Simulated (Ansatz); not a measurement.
FK, charge +1, doublet, at the geometry of the source list (a state made from the parent by changing its charge; the spin is typed, not shown lowest). Base run: PBE0/6-31G** run with Ansatz (a quantum-chemistry and plane-wave program).

Geometry (Å):
```xyz
2

K     -0.5398    -0.4452    -0.7292
F      0.5398     0.4452     0.7292
```
Charge +1, spin multiplicity 2.
Orbitals are unrestricted.
All else is at Ansatz's defaults.

Each row names what was changed in the base input (with any setting that the change needs).

```
change                                                                basis functions      E (Eh)
--------------------------------------------------------------------  ---------------  ----------
base                                                                               50  -699.14939
basis = ANO-RCC-VDZP; relativity = spin-free X2C; nucleus = Gaussian               36  -701.62990
basis = x2c-TZVPall; relativity = spin-free X2C; nucleus = Gaussian                64  -701.62168
basis = ANO-RCC-VDZP; relativity = spin-free X2C                                   36  -701.63082
basis = x2c-SVPall; relativity = spin-free X2C                                     38  -701.41044
basis = x2c-SVPall; relativity = spin-free X2C; nucleus = Gaussian                 38  -701.40967
basis = x2c-TZVPall; relativity = spin-free X2C                                    64  -701.62249
basis = ANO-RCC-VDZP; relativity = none                                            36  -698.45268
basis = x2c-TZVPall; relativity = none                                             64  -698.72696
basis = x2c-SVPall; relativity = none                                              38  -698.60645
```

Absolute energies of different levels of theory aren't comparable as measures of quality.

Ansatz warned in this series: the basis is contracted for relativity, which the run leaves out.

Basis sets contracted for a relativistic Hamiltonian are a mismatch without it, so the rows without relativity aren't non-relativistic limits. No row has spin-orbit coupling; sets with core potentials leave out the core electrons.
